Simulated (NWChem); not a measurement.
GeH3TeI; SMILES [GeH3][Te]I

Program: NWChem. Coordinates come from a PBE0/def2-SVP optimisation. Not confirmed as a minimum by frequencies. def2 effective core potentials on Te, I; no spin-orbit coupling. Ions are spin-unrestricted doublets at the neutral geometry; other ion states weren't tried.

### Question
Predict the results for PBE0/def2-SVP. Quantities: vertical ionisation energy, ΔSCF (eV); −ε(HOMO) (eV).

### Answer
- vertical ionisation energy, ΔSCF (eV): 8.21
- −ε(HOMO) (eV): 6.30
